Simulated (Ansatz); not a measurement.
The same path of BrH + ClF2GeHO (8 atoms, charge 0, multiplicity 1) was run twice with different band settings. Lost on the way: Ge1–F2, Br7–H8. Made: Ge1–Br7, F2–H8.

Method: RKS B3LYP-D4/def2-SVP in Ansatz.

Relaxed end points:

```xyz
8
Properties=species:S:1:pos:R:3
Ge -0.272 -0.178 -0.138
F -0.050 0.041 1.572
F 1.320 -0.464 -0.726
Cl -1.118 1.557 -0.989
O -1.304 -1.554 -0.423
H -0.944 -2.382 -0.072
Br 1.430 3.074 1.820
H 0.834 1.806 2.110
```

```xyz
8
Properties=species:S:1:pos:R:3
Ge 0.301 0.304 -0.567
F -0.966 0.158 2.402
F 1.339 -0.091 -1.881
Cl -1.293 1.510 -1.325
O -0.208 -1.205 0.140
H -0.623 -1.039 1.009
Br 1.548 1.567 0.944
H -0.200 0.697 2.432
```

Common settings: movable images 7; climbing image yes; spring 5.0 eV/Å²; optimiser quadratic models (default); start path through a guess of the saddle point; iteration limit 60; end points relaxed.

| run | force threshold |
| --- | --- |
| 1 | 0.05 eV/Å |
| 2 | 0.5 eV/Å |

Q: What does each run give, and how far can it be trusted?

A: Run 1: converged after 24 iterations, highest image 0.968 eV above the first end. A vibrational analysis at the climbing image gives one clearly imaginary mode, 570i cm⁻¹: a first-order saddle point.
Run 2: converged after 6 iterations, highest image 1.060 eV above the first end. The threshold of 0.5 eV/Å is loose, so the images may lie well off the minimum-energy path. The order of the point at the top wasn't checked.
The orbitals stay closed-shell, which can raise the energy where a bond breaks towards radicals; this wasn't checked here.
